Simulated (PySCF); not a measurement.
Computed shifts of a molecule C4H9Al, PBE/pcSseg-1 (PySCF), GIAO, gas phase, atoms alike by connectivity averaged where their shifts nearly agree, in ppm (number of nuclei): ¹³C: 155.8 (1), 153.1 (1), -5.7 (1), -10.0 (1). ¹H: 7.15 (1), 7.04 (1), 6.70 (1), 0.16 (3), 0.07 (3). References: ¹³C against TMS (σ = 182.0 ppm); ¹H against TMS (σ = 31.49 ppm), references at their B3LYP-D3(BJ)/def2-TZVP geometries, non-relativistic. Geometry optimised at B3LYP-D3(BJ)/def2-SVP. Other conformers were not sampled.

Question: Identify the compound among the candidates.
A. C=[CH][AlH][CH2]C
B. C=C[CH2][AlH][CH3]
C. C=[CH][Al]([CH3])[CH3]

Answer: C, C=[CH][Al]([CH3])[CH3]
